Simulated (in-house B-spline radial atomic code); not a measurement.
Hf⁴⁺. Computed with a B-spline radial atomic code. Model: all-electron spherical atom, spin shells full or empty, radial basis limit, no spin-orbit coupling, Breit or QED, empty-state partial waves extrapolated as (l+1/2)^-4, RPA, G0W0 and static COHSEX of the highest shell as one setting changes (uncorrelated shells keep exact exchange).

Without the two-electron picture change, core correlation of heavy ions comes too large.

Given: element Hf; charge 4; filled core Xe; hamiltonian one-electron scalar X2C; mean-field start PBE0; highest l of empty states 9; nuclear rms radius 5.347 fm; highest mean-field shell 4f.

Shell: 4f 7 7 (electrons up and down).

| lowest nl shells left uncorrelated | RPA correlation energy (hartree) | G0W0 level (eV) | G0W0 minus most complete (meV) | COHSEX level (eV) | linearised minus solved G0W0 (meV) |
| --- | --- | --- | --- | --- | --- |
| 0 | -6.2361 | -69.286 | 0 | -75.729 | -39.4 |
| 1 | -6.0192 | -69.286 | 0 | -75.729 | -39.4 |
| 2 | ? | ? | ? | ? | ? |
| 3 | -5.2122 | -69.283 | 2.2 | -75.726 | -39.3 |
| 4 | -5.0171 | -69.274 | 11.9 | -75.714 | -39.2 |
| 5 | -4.4205 | -69.237 | 48.7 | -75.708 | -38.8 |
| 6 | -3.4431 | -69.189 | 96.4 | -75.851 | -38.3 |
| 7 | -3.2542 | -69.169 | 116.7 | -75.785 | -38.2 |
| 8 | -2.6878 | -69.129 | 156.5 | -75.619 | -37.9 |
| 9 | ? | ? | ? | ? | ? |
| 10 | -1.525 | -69.707 | -421.5 | -75.992 | -47.3 |
| 11 | -0.95797 | -70.599 | -1313.2 | -75.794 | -51.4 |

Task: What follows for lowest nl shells left uncorrelated = 2?

Result: RPA correlation energy -5.8116 hartree; G0W0 level -69.285 eV; G0W0 minus most complete 0.6 meV; COHSEX level -75.728 eV; linearised minus solved G0W0 -39.4 meV.

Task: What follows for lowest nl shells left uncorrelated = 9?

Result: RPA correlation energy -1.7071 hartree; G0W0 level -69.557 eV; G0W0 minus most complete -271.5 meV; COHSEX level -76.041 eV; linearised minus solved G0W0 -44.4 meV.
